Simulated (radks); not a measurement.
The numbers below are computed, except where a source is named.
Charge is removed step by step from the 2p down level of the silicon ion Si+, starting from [He] 2s2 2p(up 3, down 3) 3s2 3p1. Level of theory: scalar-relativistic Kohn-Sham, r2SCAN, spin-polarised, spherical densities, finite nucleus; open shells are filled with parallel spins first; meta-GGA in the generalised Kohn-Sham scheme; Fermi nuclear charge, rms radius 3.1224 fm (a radial shooting solver on a logarithmic mesh with Libxc functionals).

removed (e)  E - E(0) (eV)  eigenvalue (eV)  E minus straight line (eV)
0                    0.000          -107.09                       0.000
0.1                 10.852          -109.98                      -1.340
0.2                 21.994          -112.89                      -2.389
0.3                 33.428          -115.84                      -3.146
0.4                 45.159          -118.81                      -3.607
0.5                 57.189          -121.82                      -3.768
0.6                 69.520          -124.85                      -3.628
0.7                 82.156          -127.90                      -3.184
0.8                 95.099          -130.98                      -2.433
0.9                 108.35          -134.09                      -1.372
1                   121.91          -137.22                       0.000

Removing the whole electron costs 121.91 eV by Delta-SCF, against 107.09 eV from minus the eigenvalue at the starting occupation. Slater's transition state (half an electron removed) gives 121.82 eV. Integrating minus the eigenvalue over the occupation (Janak's theorem) gives 121.93 eV. In this scalar-relativistic scheme the density is built from large components alone, so the theorem holds only approximately. The mean slope of the eigenvalue, de/dn, is 30.1 eV per electron.
